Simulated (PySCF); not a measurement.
# Cl²⁺: excitation energy

Cl²⁺ [Ne] 3s2 3p3 (4S) → Cl²⁺ [Ne] 3s2 3p2 4s1 (4P), as a difference of total energies. All numbers are calculated (PySCF 2.14, the non-relativistic Hamiltonian (point nucleus), in dyall-acv3z (19s12p6d4f, 113 functions)). Correlated levels: valence: [Ne] frozen; valence and next inner shell: 1s2 frozen; virtual orbitals above 40 to 60 times the deepest correlated orbital energy dropped. The calculations carry no spin-orbit coupling.

```json
{"method": "UHF", "excitation energy (eV)": "21.579"}
{"method": "LDA", "excitation energy (eV)": "21.415"}
{"method": "PBE", "excitation energy (eV)": "21.424"}
{"method": "PBE0", "excitation energy (eV)": "21.644"}
{"method": "r2SCAN", "excitation energy (eV)": "22.128"}
{"method": "M06-2X", "excitation energy (eV)": "21.576"}
{"method": "LC-wPBE", "excitation energy (eV)": "21.953"}
{"method": "PW91", "excitation energy (eV)": "21.441"}
{"method": "MP2 (valence)", "excitation energy (eV)": "21.761"}
{"method": "SCS-MP2 (valence)", "excitation energy (eV)": "21.682"}
{"method": "MP2 (valence and next inner shell)", "excitation energy (eV)": "21.781"}
{"method": "SCS-MP2 (valence and next inner shell)", "excitation energy (eV)": "21.704"}
```

Problem. How much does correlation contribute at MP2 (valence and next inner shell)?

Solution. 21.781 − (21.579) = 0.202 eV, measured against UHF.

A first-order spin-orbit estimate (lowest level to lowest level, LS coupling) adds -0.081 eV.

The promoted electron is Rydberg-like, and one or two diffuse shells describe it only roughly, which tends to raise the upper state.
